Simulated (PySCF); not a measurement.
Isomers of C7H16FNSi, mass 161.104 u with the commonest isotopes. Theory: PBE0-D3(BJ)/def2-SVP geometry optimisation, gas phase (PySCF). One conformer each, none proved a minimum here; rigid rotors.

**Question.** Order these by out-of-plane moment Σ m c² = (Ia + Ib − Ic)/2, smallest first.
A. `[CH3:1][C@@H:2]([CH2:3][F:4])[C@@H:5]1[CH2:6][CH2:7][N:8]([SiH3:9])[CH2:10]1` with C1–C2–C3–F4 -56°, C1–C2–C5–C6 175°, C2–C5–C6–C7 -160°, C5–C6–C7–N8 23°, C6–C7–N8–Si9 176°, C7–N8–C10–C5 -24°
B. `[CH3:1][CH2:2][Si@@H:3]([F:4])[N:5]([CH3:6])[CH2:7][CH:8]1[CH2:9][CH2:10]1` with C1–C2–Si3–F4 58°, C2–Si3–N5–C6 151°, Si3–N5–C7–C8 122°, N5–C7–C8–C9 91°
C. `[CH3:1][CH:2]([CH3:3])[Si@@:4]1([CH3:5])[NH:6][CH2:7][CH2:8][C@@H:9]1[F:10]` with C1–C2–Si4–C5 -74°, C2–Si4–N6–C7 116°, Si4–N6–C7–C8 -23°, N6–C7–C8–C9 41°, C7–C8–C9–F10 75°

**Answer.** A (19.70 u·Å²), B (61.11 u·Å²), C (124.62 u·Å²).

**Question.** Order these by rotational constant A, smallest first.
A. `[CH3:1][CH2:2][Si@@H:3]([F:4])[N:5]([CH3:6])[CH2:7][CH:8]1[CH2:9][CH2:10]1` with C1–C2–Si3–F4 58°, C2–Si3–N5–C6 151°, Si3–N5–C7–C8 122°, N5–C7–C8–C9 91°
B. `[CH3:1][CH:2]([CH3:3])[Si@@:4]1([CH3:5])[NH:6][CH2:7][CH2:8][C@@H:9]1[F:10]` with C1–C2–Si4–C5 -74°, C2–Si4–N6–C7 116°, Si4–N6–C7–C8 -23°, N6–C7–C8–C9 41°, C7–C8–C9–F10 75°
C. `[CH3:1][C@@H:2]([CH2:3][F:4])[C@@H:5]1[CH2:6][CH2:7][N:8]([SiH3:9])[CH2:10]1` with C1–C2–C3–F4 -56°, C1–C2–C5–C6 175°, C2–C5–C6–C7 -160°, C5–C6–C7–N8 23°, C6–C7–N8–Si9 176°, C7–N8–C10–C5 -24°

**Answer.** B (1602 MHz), A (1899 MHz), C (2910 MHz).

**Question.** Order these by radius of gyration √(Σ m r²/M), largest first.
A. `[CH3:1][CH2:2][Si@@H:3]([F:4])[N:5]([CH3:6])[CH2:7][CH:8]1[CH2:9][CH2:10]1` with C1–C2–Si3–F4 58°, C2–Si3–N5–C6 151°, Si3–N5–C7–C8 122°, N5–C7–C8–C9 91°
B. `[CH3:1][CH:2]([CH3:3])[Si@@:4]1([CH3:5])[NH:6][CH2:7][CH2:8][C@@H:9]1[F:10]` with C1–C2–Si4–C5 -74°, C2–Si4–N6–C7 116°, Si4–N6–C7–C8 -23°, N6–C7–C8–C9 41°, C7–C8–C9–F10 75°
C. `[CH3:1][C@@H:2]([CH2:3][F:4])[C@@H:5]1[CH2:6][CH2:7][N:8]([SiH3:9])[CH2:10]1` with C1–C2–C3–F4 -56°, C1–C2–C5–C6 175°, C2–C5–C6–C7 -160°, C5–C6–C7–N8 23°, C6–C7–N8–Si9 176°, C7–N8–C10–C5 -24°

**Answer.** C (2.749 Å), A (2.609 Å), B (2.231 Å).

| SMILES | point group | Ia (u·Å²) | Ib (u·Å²) | Ic (u·Å²) | κ | μa (D) | μb (D) | μc (D) |
| --- | --- | --- | --- | --- | --- | --- | --- | --- |
| CC[Si@@H](F)N(C)CC1CC1 | C1 | 266.16 | 891.42 | 1035.36 | -0.89 | 1.60 | 1.00 | 0.95 |
| CC(C)[Si@@]1(C)NCC[C@@H]1F | C1 | 315.54 | 610.72 | 677.01 | -0.81 | 0.92 | 1.17 | 0.15 |
| C[C@@H](CF)[C@@H]1CCN([SiH3])C1 | C1 | 173.69 | 1063.14 | 1197.42 | -0.96 | 0.44 | 0.70 | 0.43 |
